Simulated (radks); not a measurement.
These are the eigenvalues of the occupied orbitals of an atom or ion with whole-number occupations (eV). All-electron calculation, scalar-relativistic Kohn-Sham, r2SCAN, spin-unpolarised, spherical densities, finite nucleus; meta-GGA in the generalised Kohn-Sham scheme; Fermi nuclear charge, rms radius of each element as measured or else 0.836 A^(1/3) + 0.57 fm. Program: a radial shooting solver on a logarithmic mesh with Libxc functionals.

1s: -83239.81
2s: -14782.12
2p: -12746.91
3s: -3519.175
3p: -2928.550
3d: -2305.221
4s: -780.4308
4p: -585.9591
4d: -353.8275
5s: -120.5354
4f: -96.9816
5p: -68.3438
5d: -10.2384
6s: -7.0380

Which element is it, and in what charge state? The configuration may be excited.

Answer. Z = 80, mercury, charge 0: Hg in [Hg]. The list shows which subshells hold electrons but not how many an open one holds; the 1s level, -3059 hartree, gives Z - s = 78.2 by -(Z - s)^2/2, which with screening and relativity narrows Z to a few neighbours, and the depths of the outer levels then fix element, charge and occupations together.
